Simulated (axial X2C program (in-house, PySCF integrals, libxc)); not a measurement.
**Testing model relations on BeF⁺**

A bond curve at the CCSD(T) level, two-component, was computed with an in-house relativistic program for diatomic molecules (basis F dyall-av3z [7s6p3d2f], Be dyall-cv3z [8s8p3d1f] (cores contracted in-house)) for the state Ω = 0 (closed shell). Its fit gives Re = 1.3225 Å, ωe = 1437.9 cm⁻¹, ωexe = 8.97 cm⁻¹ and αe = 1.637e-02 cm⁻¹; the masses are 18.9984 and 9.0122 u. Two-component means X2C with spin–orbit coupling and atomic mean-field Coulomb and Gaunt terms.

Correlated methods: 8 electrons correlated (number of frozen shells: F 1 s; Be 1 s), 176 virtual spin orbitals or spinors in MP2, 80 natural virtuals in coupled cluster.

Question: Find the reduced mass, Be and the force constant.

Answer: From the CCSD(T) values: μ = 6.1126 u. Be = 16.8576/(μ Re²) = 1.577 cm⁻¹. k = 5.8918×10⁻⁷ μ ωe² = 7.45 mdyn/Å.

Question: Estimate the centrifugal constant by the Kratzer relation.

Answer: D = 4Be³/ωe² = 7.58e-06 cm⁻¹.

Question: Estimate De from a Morse curve and compare with the computed well depth of 6.035 eV to F + Be+.

Answer: De(Morse) = ωe²/(4ωexe) = 7.144 eV against 6.035 eV computed, a ratio of 1.18. The extrapolation overshoots: the well softens faster than a Morse curve, or the lowest atomic limit lies below the one to which the curve heads.

Question: Where do the fundamental and the first overtone lie?

Answer: ν(1←0) = ωe − 2ωexe = 1420.0 cm⁻¹; ν(2←0) = 2ωe − 6ωexe = 2822.0 cm⁻¹.

Question: A Morse curve ties αe to the other constants (Pekeris). How well does that hold?

Answer: αe(Morse) = 6Be²/ωe × (√(ωexe/Be) − 1) = 1.437e-02 cm⁻¹; the CCSD(T) curve gives 1.637e-02 cm⁻¹, a ratio of 0.88.

Occupations by symmetry block were frozen at the best pattern of an incomplete PBE0 search. Dissociation energies refer to the lowest single-determinant-based atoms at the same level and basis. Coupled cluster ran in a truncated set of natural virtual spinors; the MP2 energy of the rest was added. (T) has no such correction and the atoms are truncated less, which lowers De at CCSD(T) by a hundredth of an eV or more.
